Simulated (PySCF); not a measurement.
Record of a relaxation.

Cl₂CrO₂ (singlet state).
Bonds: O1–Cr2 (double), Cr2–O3 (double), Cr2–Cl4, Cr2–Cl5.

Computed by this run: PBE0-D3(BJ)/def2-TZVP geometry optimisation, gas phase (PySCF); density fitting, grid level 2; the optimiser is geomeTRIC in internal coordinates, started from a GFN2-xTB structure with every atom displaced at random (about 0.01 Å). The frame can shift and turn from step to step; on so coarse a grid that alone can change the energy by a few meV, and forces under 0.02 eV/Å are noise.

Step 0: E = -57547.0130 eV, largest atomic force 1.829 eV/Å
```
atom  x, y, z in Å  |  force x, y, z in eV/Å
O1      0.132   -1.132    1.209   -0.317   1.752  -0.418
Cr2    -0.015    0.028    0.157    0.603  -0.568   0.874
O3     -0.257    1.471    0.677    0.149  -0.916   0.610
Cl4     1.717    0.036   -0.972    0.619   0.059  -0.335
Cl5    -1.544   -0.436   -1.108   -1.054  -0.327  -0.731
```

Step 1: E = -57547.2009 eV, largest atomic force 1.510 eV/Å
```
atom  x, y, z in Å  |  force x, y, z in eV/Å
O1      0.087   -0.997    1.274    0.054   0.036  -0.679
Cr2     0.001    0.009    0.103   -0.182   0.404   1.444
O3     -0.229    1.393    0.754    0.092  -0.364  -0.603
Cl4     1.769    0.026   -1.008    0.276  -0.010  -0.082
Cl5    -1.595   -0.466   -1.161   -0.240  -0.067  -0.080
```

Step 2: E = -57547.2274 eV, largest atomic force 0.166 eV/Å
```
atom  x, y, z in Å  |  force x, y, z in eV/Å
O1      0.100   -1.025    1.247    0.013   0.046   0.088
Cr2    -0.002    0.017    0.123   -0.004   0.017  -0.165
O3     -0.226    1.415    0.722    0.004  -0.040   0.116
Cl4     1.774    0.024   -0.996    0.100   0.000  -0.023
Cl5    -1.611   -0.465   -1.135   -0.113  -0.024  -0.016
```

Step 3: E = -57547.2305 eV, largest atomic force 0.049 eV/Å
```
atom  x, y, z in Å  |  force x, y, z in eV/Å
O1      0.107   -1.019    1.244    0.013  -0.003   0.012
Cr2    -0.002    0.017    0.115    0.005   0.003  -0.034
O3     -0.222    1.408    0.729    0.001   0.002   0.022
Cl4     1.779    0.026   -1.002    0.029   0.004  -0.009
Cl5    -1.629   -0.466   -1.125   -0.048  -0.006   0.009
```

Step 4: E = -57547.2310 eV, largest atomic force 0.023 eV/Å
```
atom  x, y, z in Å  |  force x, y, z in eV/Å
O1      0.121   -1.019    1.238    0.009  -0.011  -0.013
Cr2     0.000    0.017    0.111    0.009  -0.011   0.000
O3     -0.216    1.405    0.734    0.000   0.012  -0.006
Cl4     1.778    0.029   -1.015   -0.022   0.005  -0.002
Cl5    -1.649   -0.466   -1.106    0.004   0.005   0.022
```

Step 5: E = -57547.2311 eV, largest atomic force 0.045 eV/Å
```
atom  x, y, z in Å  |  force x, y, z in eV/Å
O1      0.141   -1.022    1.231    0.006  -0.010  -0.019
Cr2     0.001    0.017    0.108    0.006  -0.012   0.014
O3     -0.208    1.402    0.739    0.001   0.010  -0.014
Cl4     1.768    0.035   -1.036   -0.045   0.004  -0.002
Cl5    -1.669   -0.466   -1.080    0.032   0.009   0.020
```

Step 6: E = -57547.2312 eV, largest atomic force 0.040 eV/Å
```
atom  x, y, z in Å  |  force x, y, z in eV/Å
O1      0.167   -1.026    1.223    0.002  -0.003  -0.012
Cr2     0.004    0.017    0.107    0.000  -0.005   0.021
O3     -0.197    1.399    0.746    0.001   0.001  -0.010
Cl4     1.750    0.043   -1.068   -0.039   0.001  -0.006
Cl5    -1.690   -0.467   -1.047    0.036   0.007   0.007
```

Step 7: E = -57547.2313 eV, largest atomic force 0.031 eV/Å
```
atom  x, y, z in Å  |  force x, y, z in eV/Å
O1      0.168   -1.027    1.223    0.003  -0.003  -0.006
Cr2     0.004    0.017    0.108   -0.001  -0.004   0.012
O3     -0.197    1.399    0.746    0.001   0.000  -0.004
Cl4     1.748    0.043   -1.069   -0.031   0.001  -0.007
Cl5    -1.688   -0.467   -1.047    0.027   0.005   0.005
```

Step 8: E = -57547.2314 eV, largest atomic force 0.021 eV/Å
```
atom  x, y, z in Å  |  force x, y, z in eV/Å
O1      0.167   -1.027    1.224    0.003  -0.002   0.000
Cr2     0.004    0.017    0.109    0.000  -0.002   0.003
O3     -0.197    1.400    0.746    0.001   0.000   0.002
Cl4     1.746    0.043   -1.070   -0.019   0.002  -0.009
Cl5    -1.686   -0.466   -1.048    0.015   0.002   0.004
```

Task: Summarise the path.

Result: The energy falls by 21.07 kJ/mol from step 0 to step 8; nine tenths of that is first reached at step 2. It falls at every step. The largest force goes from 1.829 to 0.021 eV/Å. Among the bonds Cr2–Cl5 changes most, from 2.037 to 2.104 Å; the atoms move by 0.089 Å rms after alignment.

Task: Follow the three bonds and two angles with the largest change from start to end.

Result: 
| step | E above end (kJ/mol) | largest force (eV/Å) | Cr2–Cl5 (Å) | Cr2–Cl4 (Å) | O1=Cr2 (Å) | O1–Cr2–O3 (°) | Cl4–Cr2–Cl5 (°) |
| --- | --- | --- | --- | --- | --- | --- | --- |
| 0 | 21.07 | 1.829 | 2.037 | 2.067 | 1.573 | 118.4 | 106.9 |
| 1 | 2.95 | 1.510 | 2.091 | 2.088 | 1.546 | 105.8 | 109.1 |
| 2 | 0.38 | 0.166 | 2.099 | 2.099 | 1.536 | 110.0 | 109.3 |
| 3 | 0.09 | 0.049 | 2.102 | 2.102 | 1.536 | 109.1 | 110.1 |
| 4 | 0.04 | 0.023 | 2.105 | 2.105 | 1.536 | 108.8 | 110.7 |
| 5 | 0.03 | 0.045 | 2.106 | 2.106 | 1.536 | 108.8 | 111.2 |
| 6 | 0.02 | 0.040 | 2.105 | 2.105 | 1.536 | 108.9 | 111.4 |
| 7 | 0.01 | 0.031 | 2.105 | 2.105 | 1.536 | 108.9 | 111.2 |
| 8 | 0.00 | 0.021 | 2.104 | 2.104 | 1.536 | 109.0 | 111.1 |

What follows is the cost of the whole optimisation. Hardware: 2 threads of an Intel Xeon Platinum 8259CL at 2.50 GHz, on a shared host. Cost: 2.5 min wall, 6.0 min CPU, 0.77 GiB resident at most.
The closed-shell solution of the metal species wasn't tested for stability.
